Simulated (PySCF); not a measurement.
**Frontier levels across methods**

Compound: C₃H₆ClFSi.
Z-matrix (Å and degrees, PBE0-D3(BJ)/def2-SVP geometry), rows numbered from 1:
```
F 
Si  1  1.6299
C   2  1.8790  1  108.16
C   3  1.4889  2  111.41  1    64.49
C   4  1.3354  3  126.00  2    92.88
Cl  5  1.7301  4  123.06  3     1.89
H   2  1.4875  1  107.89  3   120.08
H   2  1.4911  1  107.64  3  -119.69
H   3  1.1032  2  107.35  1  -173.90
H   3  1.1022  2  107.87  1   -57.91
H   4  1.0949  3  117.87  2   -84.29
H   5  1.0912  4  123.33  3  -178.58
```

Basis pcSseg-1 throughout (PySCF), one geometry. Isolated species at its PBE0-D3(BJ)/def2-SVP geometry (one conformer only).

Task: How do the orbital energies, the gap and the dipole change with the method?

Result: 
```
   method                    kind  HOMO (eV)  LUMO (eV)  gap (eV)  μ (D)  SCF cycles
     BLYP                     GGA      -5.89      -1.10      4.79   0.96          15
    B97-D                     GGA      -6.02      -1.16      4.87   0.97          15
     OPBE                     GGA      -6.05      -1.16      4.89   0.97          16
      PBE                     GGA      -6.06      -1.27      4.80   0.97          15
      KT3                     GGA      -6.10      -1.22      4.88   0.95          16
      KT2                     GGA      -6.10      -1.28      4.82   0.95          16
     BP86                     GGA      -6.17      -1.36      4.81   0.97          15
      LDA                     LDA      -6.23      -1.50      4.72   0.99          15
    B97-2           global hybrid      -6.98      -0.37      6.61   1.00          13
    B3LYP           global hybrid      -6.98      -0.52      6.46   0.99          13
     PBE0           global hybrid      -7.22      -0.34      6.88   1.00          14
 mPW1PW91           global hybrid      -7.25      -0.35      6.90   1.00          13
BHandHLYP           global hybrid      -8.21       0.75      8.96   1.02          12
CAM-B3LYP  range-separated hybrid      -8.50       0.82      9.31   0.99          12
  wB97X-D  range-separated hybrid      -9.06       1.44     10.50   1.00          13
       HF            Hartree–Fock      -9.70       3.38     13.08   1.08          11
  LC-wPBE  range-separated hybrid      -9.87       1.92     11.79   1.00          14
```

The HOMO spans 3.98 eV, from BLYP down to LC-wPBE, and the gap runs from 4.72 eV (LDA) to 13.08 eV (HF). Over the methods BLYP (0 %), B97-D (0 %), OPBE (0 %), PBE (0 %), KT3 (0 %), KT2 (0 %), BP86 (0 %), LDA (0 %), B97-2 (21 %), B3LYP (20 %), PBE0 (25 %), mPW1PW91 (25 %), BHandHLYP (50 %), HF (100 %), a straight line through the gap against the share of exact exchange rises by 0.83 eV for each 10 % (correlation coefficient 1.000). The dipole ranges from 0.95 D (KT2) to 1.08 D (HF). This basis has no diffuse functions.
